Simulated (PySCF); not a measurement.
CHS2, SMILES S=C=[SH+], charge +1. Coordinates come from a B3LYP-D3(BJ)/def2-TZVP optimisation. The isomer is the one that the SMILES or the coordinates give; other isomers of the formula were not compared.

Problem. Give the equilibrium geometry at B3LYP-D3(BJ)/def2-TZVP (PySCF confirms it by a frequency run) as bond lengths and angles, and its point group. (The exact figures need the calculation; the answer reports its results.)

Solution. point group Cs.
Atoms: S1 C2 S3 H4. Bonds (Å): S1–C2 1.501, C2–S3 1.639, S3–H4 1.359. Bond angles (°): S1–C2–S3 175.3, C2–S3–H4 94.1.
Charge +1, spin multiplicity 1.
